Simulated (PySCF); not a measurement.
# Radial density of Zr²⁺ (zirconium, charge +2)

UHF, [Kr] 4d1 5s1, high-spin 3D determinant (an excited configuration). Calculation: PySCF 2.14, in x2c-TZVPPall (8s6p6d2f1g, 79 functions); the spin-free X2C one-electron Hamiltonian (Gaussian nucleus).

```csv
r (bohr),4πr²ρ (e/bohr),4πr²(ρα − ρβ)
0.0393,45.26,-0.0014
0.0661,45.08,0.0006
0.111,61.59,0.0278
0.187,42.60,0.0729
0.315,43.43,0.1345
0.529,30.54,0.0042
0.891,9.511,0.2634
1.50,6.246,0.5957
2.52,1.122,0.6575
4.24,0.2360,0.2352
7.13,0.001638,0.0016
```

Densities and radii are taken from the X2C orbitals without a picture-change correction, which distorts them close to the nucleus.
